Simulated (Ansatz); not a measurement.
`[OH][SnH3]` + `C[SiH2]BCl` → `[OH][SnH2][Cl]` + `B[SiH2]C`  (redistribution)

Calculated with Ansatz (gas phase, PBE0-D4/def2-TZVP geometries, no zero-point term in ΔE). CCSD(T)/CBS adds triple-zeta CCSD(T) − MP2 to the extrapolated MP2 energy (def2 sets, frozen cores). DFT in def2-TZVPP. def2 core potentials past Kr. For Sn outer-core shells are correlated without core-valence functions, which leaves a few kJ/mol of doubt a bond. Each species was taken in one conformer, which may not be the lowest.

| species | CAM-B3LYP energy (Eh) |
| --- | --- |
| `[OH][SnH3]` | -291.91194 |
| `C[SiH2]BCl` | -816.30215 |
| `[OH][SnH2][Cl]` | -751.60069 |
| `B[SiH2]C` | -356.61247 |

Question: Work out ΔE.

Answer: ΔE = (-751.60069) + (-356.61247) − (-291.91194) − (-816.30215) = 0.00093 Eh = +0.03 eV. CCSD(T)/CBS gives -0.01 eV.

Largest T1 diagnostic among the species: 0.014.

Leaving LDA and LC-ωPBE aside and taking each functional with its dispersion term where it has one, the values, not all of them listed here, spread over 0.15 eV, from BHLYP-D4 to PBE-D4. LDA lies +0.14 eV from PBE without D4. In def2-TZVPP, CCSD(T) changes the Hartree–Fock value by +0.24 eV (the triples alone add +0.03 eV) and MP2 by +0.23 eV.
